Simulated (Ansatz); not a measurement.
Program: Ansatz. Geometries: PBE0-D4/def2-TZVP. ΔE: electronic, gas phase. CCSD(T)/CBS adds triple-zeta CCSD(T) − MP2 to the extrapolated MP2 energy (def2 sets, frozen cores). This one scheme is used for every species. DFT in def2-TZVPP. B3LYP here is the variant with VWN-RPA as its local correlation; programs differ in this. Elements past krypton have def2 core potentials. For Se, Sn outer-core shells are correlated without core-valence functions, which leaves a few kJ/mol of doubt a bond. Scalar relativity is left out up to krypton. Each species was taken in one conformer, which may not be the lowest.

Reaction (substitution at a C–C bond): `C#[C][AlH][CH2]C` + `C[O][SnH2][SeH]` → `C[O][SnH2][Se]C` + `C#[C][AlH][CH3]`

```csv
level,ΔE (eV)
B3LYP,-0.07
CCSD/def2-TZVPP,-0.08
```

What does CCSD(T)/CBS give? (Estimate.)

Ansatz gave: -0.10 eV. The listed levels differ from it by 0.03, 0.02 eV.

Largest T1 diagnostic among the species: 0.012.

In def2-TZVPP, CCSD(T) changes the Hartree–Fock value by −0.07 eV (the triples alone add −0.02 eV) and MP2 by −0.10 eV.
